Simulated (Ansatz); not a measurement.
## Breaking a bond in SnH3Cl (SnClH3)

The species is SnH3Cl (5 atoms), meant as a singlet with charge 0. SMILES: `[H][Sn]([H])([H])[Cl]`. The shape comes from GFN2-xTB, which is rough for such elements, and wasn't checked as a minimum.

```xyz
5

Sn    0.0000    0.0009   -0.1426
Cl    0.0116   -0.0193    2.1380
H     1.5866    0.0109   -0.6751
H    -0.8030    1.3805   -0.6471
H    -0.7952   -1.3730   -0.6733
```

The Sn1–H5 distance is scanned; the parts on either side stay rigid. Basis STO-3G, 23 core orbitals frozen in the correlated methods; program Ansatz 0.2.0. FCI is exact within this basis and core. Energies in eV from each method's value at 1.674 Å; methods without a U are spin-restricted. The shape above is that at 1.674 Å.

```json
{"distance (Å)": "1.674", "PBE": "0.00", "RPA@PBE": "0.00", "MP2": "0.00", "CCSDT(Q)": "0.00", "FCI": "0.00"}
{"distance (Å)": "2.092", "PBE": "1.04", "RPA@PBE": "0.99", "MP2": "1.21", "CCSDT(Q)": "1.03", "FCI": "1.03"}
{"distance (Å)": "2.511", "PBE": "2.73", "RPA@PBE": "2.72", "MP2": "3.22", "CCSDT(Q)": "2.66", "FCI": "2.66"}
{"distance (Å)": "3.348", "PBE": "5.34", "RPA@PBE": "5.10", "MP2": "5.90", "CCSDT(Q)": "4.30", "FCI": "4.30"}
{"distance (Å)": "4.184", "PBE": "6.38", "RPA@PBE": "5.47", "MP2": "5.84", "CCSDT(Q)": "4.48", "FCI": "4.48"}
```

Departure from the FCI curve at its largest: PBE +1.90 eV at 4.18 Å; RPA@PBE +0.98 eV at 4.18 Å; MP2 +1.61 eV at 3.35 Å; CCSDT(Q) within 0.005 eV. Restricted functionals keep the electrons paired too, and rise too high.
